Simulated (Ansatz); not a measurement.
Z-matrix (Å, degrees):
```
C
H 1 1.0931
H 1 1.0931 2 107.06
N 1 1.4592 2 107.43 3 115.13
H 4 1.0150 1 110.58 2 63.40
H 4 1.0151 5 106.98 1 -120.49
N 1 1.4592 2 107.43 3 -115.13
H 7 1.0150 1 110.58 2 -63.40
H 7 1.0151 8 106.98 1 120.49
```
Charge 0, spin multiplicity 1.

These are frozen-core CCSD(T)/cc-pVQZ // r2SCAN-D4/def2-TZVP (Ansatz, a program for electronic structure) values and carry that method's errors.

```
Item                           Result
----------------------  -------------
HF energy               -150.31689 Ha
MP2 correlation energy    -0.65584 Ha
```

**Question.** Estimate the CCSD correlation energy, the (T) correction, the total energy and the T1 diagnostic.

**Answer.** 
```
Property                         Value
-----------------------  -------------
CCSD correlation energy    -0.67572 Ha
(T) correction             -0.02671 Ha
CCSD(T) total energy     -151.01932 Ha
T1 diagnostic                    0.009
```
